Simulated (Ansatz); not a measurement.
Ansatz (an electronic-structure program) input (MP2/6-311+G**): The .json file is the Basis Set Exchange's 6-311+G**.

Ansatz 0.2 input:
```yaml
crystal:
  periodic: [false, false, false]
  atoms:
    - {symbol: Ca, position_ang: [0.00000000, 0.00000000, 0.00000000]}
basis:
  gaussian:
    orbitals: 6-311+G__.json
total_charge: -1
magnetization: {spin_polarized: true, initial_magnetization: 1}
correlation: {method: mp2, electrons: outside_noble_gas}
scf: {lower_state_search: full}
```

Problem. What final total energy does it give?

Solution. -676.74682 Eh.
